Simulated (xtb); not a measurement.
CH4O2Te, SMILES CO[Te]O. All values are semi-empirical tight-binding results from xtb (GFN2-xTB unless named), good for trends rather than for accurate numbers. Coordinates come from a GFN2-xTB optimisation. The values are those of a single conformer.

The orbital gap comes out as 3.86 eV, the zero-point energy is 33.0 kcal/mol and the G − E(el) at 298.15 K (modified RRHO) is 13.4 kcal/mol. The static polarisability (D4 model) is 64.2 bohr³. The solvation energy, GFN2-xTB/ALPB(water) is -7.3 kcal/mol and the solvation energy, GFN2-xTB/ALPB(ch2cl2) is -6.2 kcal/mol.
